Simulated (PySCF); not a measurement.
**How methods differ on the excitation energy of Rh²⁺**

Rh²⁺ [Kr] 4d7 (4F) → Rh²⁺ [Kr] 4d6 5p1 (high-spin determinant), as a difference of total energies. Computed with PySCF 2.14 in aug-cc-pwCVDZ-PP with ECP28MDF, with scalar relativity through the core potential. Correlated levels: valence: 4s2 4p6 frozen. The calculations carry no spin-orbit coupling.

```
           method  excitation energy (cm⁻¹)
              UHF                     85197
    MP2 (valence)                     91052
SCS-MP2 (valence)                     94406
   CCSD (valence)                     90292
CCSD(T) (valence)                     90243
```

The determinant of the upper state mixes LS terms, which raises its energy above the lowest term, most at the Hartree-Fock and MP2 levels.
